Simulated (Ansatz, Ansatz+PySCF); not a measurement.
```xyz
7

Cr    0.0000    0.0000    0.0000
F     0.0000    0.0000    1.7200
F     0.0000    0.0000   -1.7200
F     1.7200    0.0000    0.0000
F    -1.7200    0.0000    0.0000
F     0.0000    1.7200    0.0000
F     0.0000   -1.7200    0.0000
```

Basis set: def2-SVP on F; pcseg-2 on Cr (spherical functions). Charge 0, multiplicity 1.

Computed with Ansatz (development build ahead of 0.2.0); each method stands on the lowest determinant of its kind that the runs found. Restricted functionals stand beside restricted open-shell atoms, which can lie above the unrestricted atoms usual in DFT and then raise those values.

The atomization energy at this shape (free ground-state atoms in the same class of orbitals less the molecule, no zero-point energy) of singlet CrF6:

| method | atomization energy |
| --- | --- |
| ωB97X (unrestricted) | 497.19 kcal/mol |
| PBE0 (restricted) | 480.79 kcal/mol |
| UHF | 138.89 kcal/mol |
| RHF | 30.76 kcal/mol |

Problem. What does PBE0 (unrestricted) give?

Solution. 474.86 kcal/mol. Caution: another spin multiplicity may lie lower. Caution for UHF: the unrestricted determinant is a mixture of spin states. Caution for RHF: an unrestricted determinant lies well below.

The shape needn't be a minimum at these levels.
